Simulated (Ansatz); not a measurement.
Mulliken charges of `N[CH2][SbH][TeH]` from PBE/def2-TZVPP in Ansatz (PBE0-D4/def2-TZVP geometry).

| atom | x (Å) | y (Å) | z (Å) | charge (e) |
| --- | --- | --- | --- | --- |
| N1 | -0.721 | 1.496 | 0.162 | -0.298 |
| C2 | 0.538 | 0.822 | 0.021 | -0.280 |
| Sb3 | 0.728 | -1.071 | 1.162 | 0.259 |
| Te4 | -1.364 | -2.297 | -0.163 | -0.145 |
| H5 | -1.491 | 0.893 | -0.107 | 0.153 |
| H6 | -0.886 | 1.803 | 1.112 | 0.146 |
| H7 | 1.350 | 1.468 | 0.359 | 0.124 |
| H8 | 0.719 | 0.578 | -1.026 | 0.135 |
| H9 | 1.939 | -1.737 | 0.151 | -0.087 |
| H10 | -0.728 | -2.007 | -1.669 | -0.007 |

Problem. By hand: the dipole of these point charges (1 e Å = 4.8032 D).

Solution. Σ q r = (0.194, 0.205, 0.321) e Å, of length 0.427 e Å = 2.05 D.

Problem. How does the dipole of the full density compare? (Best estimate.)

Solution. The calculation gave: (0.102, 0.180, 0.138) e Å, 1.19 D; the point charges give 1.72 times that, at 18° from its direction.

Point charges leave out the atoms' own dipoles, such as those of lone pairs, and Mulliken's split depends on the basis, so the two needn't agree.
